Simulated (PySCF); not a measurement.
F⁺ (fluorine, charge +1) across methods

[He] 2s2 2p4, high-spin 3P determinant. Computed with PySCF 2.14 in dyall-av3z, with the spin-free X2C one-electron Hamiltonian (Gaussian nucleus).

| method | E (hartree) | mean ε 2s β (eV) | mean ε 2p α (eV) | mean ε 2p β (eV) | Σ⟨r²⟩ (bohr²) | ⟨S²⟩ |
| --- | --- | --- | --- | --- | --- | --- |
| PBE0 | -99.1296 | -47.372 | -32.773 | -29.021 | 7.175 | 2.002 |
| BHandHLYP | -99.2023 | -50.226 | -35.583 | -31.640 | 7.149 | 2.003 |
| LDA | -98.5415 | -44.592 | -30.015 | -26.173 | 7.270 | 2.002 |
| HSE06 | -99.1392 | -46.922 | -32.337 | -28.647 | 7.176 | 2.002 |
| BP86 | -99.2046 | -44.746 | -29.917 | -26.590 | 7.210 | 2.002 |
| LC-wPBE | -99.1582 | -50.222 | -35.444 | -31.966 | 7.226 | 2.002 |
| UHF | -98.92850 | -54.350 | -40.716 | -35.642 | 7.083 | 2.005 |
| r2SCAN | -99.1776 | -45.011 | -30.844 | -27.034 | 7.151 | 2.003 |
| PBE | -99.1165 | -44.552 | -29.876 | -26.440 | 7.237 | 2.002 |
